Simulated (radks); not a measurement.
The numbers below are computed, except where a source is named.
Initial-state core-level shifts of neutral gallium when its valence configuration changes from [Ar] 3d10 4s2 4p1. Code: a radial shooting solver on a logarithmic mesh with Libxc functionals. Model: scalar-relativistic Kohn-Sham, BLYP, spin-polarised, spherical densities, finite nucleus; open shells are filled with parallel spins first; Fermi nuclear charge, rms radius 3.9973 fm. Shifts are changes of the shell-averaged eigenvalues in eV (positive: less bound); the change of the density at the nucleus, which sets a Mossbauer isomer shift, is in e/bohr^3, on a base of 2.857e+04.

[
 {"valence": "3d8 4s2 4p3", "1s": "-21.210", "2s": "-23.379", "3s": "-19.643", "3p": "-19.204", "density at nucleus": "+20.132"},
 {"valence": "3d10 4s1 4p2", "1s": "-1.514", "2s": "-1.440", "3s": "-1.521", "3p": "-1.518", "density at nucleus": "-12.537"},
 {"valence": "3d9 4s1 4p3", "1s": "-11.378", "2s": "-12.308", "3s": "-10.830", "3p": "-10.613", "density at nucleus": "-5.873"},
 {"valence": "3d10 4p3", "1s": "-3.273", "2s": "-3.116", "3s": "-3.266", "3p": "-3.261", "density at nucleus": "-26.251"},
 {"valence": "3d9 4p4", "1s": "-13.532", "2s": "-14.385", "3s": "-12.936", "3p": "-12.716", "density at nucleus": "-22.386"},
 {"valence": "3d8 4s1.5 4p3.5", "1s": "-22.055", "2s": "-24.205", "3s": "-20.475", "3p": "-20.031", "density at nucleus": "+11.321"},
 {"valence": "3d7.5 4s2 4p3.5", "1s": "-27.327", "2s": "-30.158", "3s": "-25.056", "3p": "-24.498", "density at nucleus": "+25.928"},
 {"valence": "3d9.5 4s1 4p2.5", "1s": "-6.321", "2s": "-6.720", "3s": "-6.103", "3p": "-5.997", "density at nucleus": "-9.353"},
 {"valence": "3d8 4s1 4p4", "1s": "-22.880", "2s": "-25.013", "3s": "-21.288", "3p": "-20.840", "density at nucleus": "+2.294"}
]
